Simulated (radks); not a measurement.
The numbers below are computed, except where a source is named.
Species: Ni V. Configuration: [Ar] 3d6.

Level of theory: non-relativistic Kohn-Sham, PBE, spin-polarised, spherical densities, point nucleus; open shells are filled with parallel spins first (a radial shooting solver on a logarithmic mesh with Libxc functionals).

Energy parts (Ry):
total: -3007.38693
kinetic: 3005.38743
electron-nucleus: -7067.31672
Hartree: 1176.63679
exchange-correlation: -122.09444

Orbitals (lengths in bohr, moments of r in powers of bohr; r(max) is where P^2 peaks):
\begin{tabular}{lrrrr}
orbital & occ. & eigenvalue (Ry) & r(max) & <r^2> \\ \hline
1s down & 1 & -601.6508 & 0.03614 & 0.004030 \\
1s up & 1 & -601.6502 & 0.03614 & 0.004030 \\
2s up & 1 & -75.60520 & 0.2077 & 0.07278 \\
2s down & 1 & -75.40270 & 0.2075 & 0.07252 \\
2p up & 3 & -66.58443 & 0.1662 & 0.05766 \\
2p down & 3 & -66.43471 & 0.1660 & 0.05739 \\
3s up & 1 & -12.64650 & 0.6433 & 0.6230 \\
3s down & 1 & -12.25832 & 0.6445 & 0.6292 \\
3p up & 3 & -9.86890 & 0.6437 & 0.6742 \\
3p down & 3 & -9.48569 & 0.6457 & 0.6848 \\
3d up & 5 & -5.21155 & 0.6029 & 0.8524 \\
3d down & 1 & -4.83700 & 0.6099 & 0.9021 \\
4s up & 0 & -3.44554 & 1.782 & 4.327 \\
4s down & 0 & -3.32140 & 1.808 & 4.468 \\
4p up & 0 & -2.78294 & 1.973 & 5.359 \\
4p down & 0 & -2.67481 & 2.003 & 5.573 \\
\end{tabular}

The highest occupied level is 3d down at -65.811 eV. For comparison, the ionisation energy in NIST's Atomic Spectra Database is 76.1 eV (semi-empirical). In exact Kohn-Sham theory the highest level is minus the ionisation energy, but local and semilocal functionals leave it too shallow, through self-interaction and a potential that decays too fast; potentials with the right tail come closer. The electron density at the nucleus is 1.495e+04 e/bohr^3. Virial ratio -V/T = 2.00067.
